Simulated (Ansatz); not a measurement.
`[OH][SnH]([F])[Br]` + H₂ → `[F][SnH2][Br]` + H₂O at 500 K and 1 bar (hydrogenolysis of the Sn–O bond).

Program: Ansatz. Geometries: PBE0-D4/def2-TZVP. ΔE: electronic, gas phase. CCSD(T)/CBS adds triple-zeta CCSD(T) − MP2 to the extrapolated MP2 energy (def2 sets, frozen cores). This one scheme is used for every species. def2 core potentials past Kr. For Br, Sn outer-core shells are correlated without core-valence functions, which leaves a few kJ/mol of doubt a bond. Scalar relativity is left out up to krypton. One conformer a species, not always the lowest.

```csv
species,CCSD(T)/CBS energy (Eh),H − E (kJ/mol),S (J/(mol·K))
`[OH][SnH]([F])[Br]`,-2963.61162,99.9,407.1
H₂,-1.17544,41.0,145.5
`[F][SnH2][Br]`,-2888.40380,74.6,361.2
H₂O,-76.37941,73.2,206.3
```

H − E and S are ideal-gas, rigid-rotor, harmonic terms from PBE0-D4/def2-TZVP, for one conformer and one mirror image of each species. For small species the MP2-based limit differs from directly extrapolated CCSD(T) by up to some mEh (0.8 for H₂); such offsets cancel only in part. 1 Eh = 2625.50 kJ/mol, R = 8.31446 J/(mol·K).

By hand: ΔE, ΔH, ΔS and ΔG.

ΔE = (-2888.40380) + (-76.37941) − (-2963.61162) − (-1.17544) = 0.00385 Eh = 10.1 kJ/mol. Δ(H − E) = 74.6 + 73.2 − 99.9 − 41.0 = 6.9, so ΔH = 17.0 kJ/mol. ΔS = 361.2 + 206.3 − 407.1 − 145.5 = 14.9 J/(mol·K). ΔG = 17.0 − 500 × (14.9)/1000 = 9.6 kJ/mol.

By hand: the equilibrium constant, and the temperature at which ΔG would vanish if ΔH and ΔS stayed fixed.

log₁₀ K = −ΔG/(RT ln 10) = -1.0. ΔG = 0 at ΔH/ΔS = 1141 K, though so small a ΔS makes that figure unsure.

TΔS isn't small against ΔH here. A doubt of 5 kJ/mol in ΔE shifts log₁₀ K by 0.5 here. Other conformers and mirror images would add mixing entropy, several J/(mol·K) or more a flexible species. These are equilibria of isolated gas molecules and say nothing of rates. Largest T1 diagnostic: 0.012 (customary marks: 0.02 for closed shells, 0.045 for open ones).
